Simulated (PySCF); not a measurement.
**Working with the constants of FeBr**

PW91 constants of FeBr, ⁶Δ (sextet), unpaired electrons σ ↑↑, π ↑↑, δ ↑ (PySCF, no relativity, basis sets Fe def2-TZVPP, Br def2-TZVPP; masses 55.9349 and 78.9183 u):

* ωe: 289.6 cm⁻¹
* ωexe: 0.947 cm⁻¹
* Be: 0.095593 cm⁻¹
* αe: 0.000429 cm⁻¹
* D (centrifugal): 4.16e-08 cm⁻¹

Q: Give the vibrational terms G(v) and spacings up to v = 6.

A: G(v) = ωe(v+½) − ωexe(v+½)².

```csv
v,G(v) (cm⁻¹),G(v) − G(v−1),Bv (cm⁻¹)
0,144.6,,0.09538
1,432.3,287.7,0.09495
2,718.1,285.8,0.09452
3,1002.0,283.9,0.09409
4,1284.0,282.0,0.09366
5,1564.2,280.1,0.09323
6,1842.4,278.2,0.09280
```

De is left out where the level can put another filling of the metal’s s and d shells below the measured ground configuration, by anything from nothing to about 1 eV. Spin–orbit coupling is left out. Counting both spins, an empty level lies below a filled one in this solution, because spin and occupation are held. The state is the lowest single determinant that the PBE0 search found; with open d or f shells the true ground state can be another one.
